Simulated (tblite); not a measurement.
Isomers of CH6FO3Si3 (doublet state). Computed with GFN2-xTB (tblite): harmonic, unscaled wavenumbers at the GFN2-xTB geometry, gas phase. This tight-binding method is rough: wavenumbers can miss measured ones by several per cent, in bad cases by 10 to 20. Modes of hydrogen on silicon can be 10 to 20 % off. One conformer each. Open shells enter through the occupations alone, without spin polarisation, and single modes of such species can be off by tens of per cent.

Electronic energies: GFN2-xTB at the same geometries; isomer energies are rough at this level and their order can be wrong.

```json
{"SMILES": "[CH2][Si]1(F)O[SiH2]O[SiH2]O1", "electronic energy, lowest = 0 (kJ/mol)": "49.4"}
{"SMILES": "F[Si@]1(O[SiH2])OC[SiH2]O1", "electronic energy, lowest = 0 (kJ/mol)": "202.5"}
{"SMILES": "C[Si@@]1(F)O[SiH]O[SiH2]O1", "electronic energy, lowest = 0 (kJ/mol)": "0.0"}
{"SMILES": "F[Si@@]1(O[SiH3])O[CH][SiH2]O1", "electronic energy, lowest = 0 (kJ/mol)": "194.2"}
```

**Question.** How do GFN2-xTB zero-point energies change the relative energies?

**Answer.** 
| SMILES | ZPE (kJ/mol) | of it from modes above 1550 cm⁻¹ | electronic (kJ/mol) | with ZPE, lowest = 0 (kJ/mol) | lowest mode (cm⁻¹) | rings |
| --- | --- | --- | --- | --- | --- | --- |
| C[Si@@]1(F)O[SiH]O[SiH2]O1 | 208.2 | 96.7 | 0.0 | 0.0 | 50 | 1 |
| [CH2][Si]1(F)O[SiH2]O[SiH2]O1 | 194.8 | 93.7 | 49.4 | 36.0 | 51 | 1 |
| F[Si@@]1(O[SiH3])O[CH][SiH2]O1 | 189.4 | 86.7 | 194.2 | 175.4 | 14 | 1 |
| F[Si@]1(O[SiH2])OC[SiH2]O1 | 199.6 | 90.6 | 202.5 | 193.9 | 18 | 1 |

The zero-point energies span 18.8 kJ/mol, from `F[Si@@]1(O[SiH3])O[CH][SiH2]O1` to `C[Si@@]1(F)O[SiH]O[SiH2]O1`. The order is unchanged.
